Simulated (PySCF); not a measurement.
Computed Raman spectrum (relative Raman activity) of a molecule C4H9N. Coordinates come from a B3LYP-D3(BJ)/def2-SVP optimisation. The values are those of a single conformer. Computed with B3LYP-D3(BJ)/def2-SVP (PySCF). Harmonic, unscaled wavenumbers; measured fundamentals usually lie a few per cent lower.

```json
[
 {"ν (cm⁻¹)": "816", "relative intensity": "2.4"},
 {"ν (cm⁻¹)": "1022", "relative intensity": "2.0"},
 {"ν (cm⁻¹)": "1328", "relative intensity": "12"},
 {"ν (cm⁻¹)": "1428", "relative intensity": "5.3"},
 {"ν (cm⁻¹)": "1453", "relative intensity": "8.9"},
 {"ν (cm⁻¹)": "1457", "relative intensity": "6.0"},
 {"ν (cm⁻¹)": "1469", "relative intensity": "3.7"},
 {"ν (cm⁻¹)": "1486", "relative intensity": "3.2"},
 {"ν (cm⁻¹)": "1507", "relative intensity": "6.2"},
 {"ν (cm⁻¹)": "1707", "relative intensity": "12"},
 {"ν (cm⁻¹)": "2952", "relative intensity": "32"},
 {"ν (cm⁻¹)": "2960", "relative intensity": "100"},
 {"ν (cm⁻¹)": "3062", "relative intensity": "46"},
 {"ν (cm⁻¹)": "3069", "relative intensity": "33"},
 {"ν (cm⁻¹)": "3118", "relative intensity": "19"},
 {"ν (cm⁻¹)": "3122", "relative intensity": "33"},
 {"ν (cm⁻¹)": "3150", "relative intensity": "22"},
 {"ν (cm⁻¹)": "3167", "relative intensity": "56"},
 {"ν (cm⁻¹)": "3258", "relative intensity": "29"}
]
```

Q: Which molecule gave these data?
A) C=CN(C)C
B) C=C[C@H](C)N
C) C[C@H]1CCN1
D) CC1CNC1

A: A, C=CN(C)C
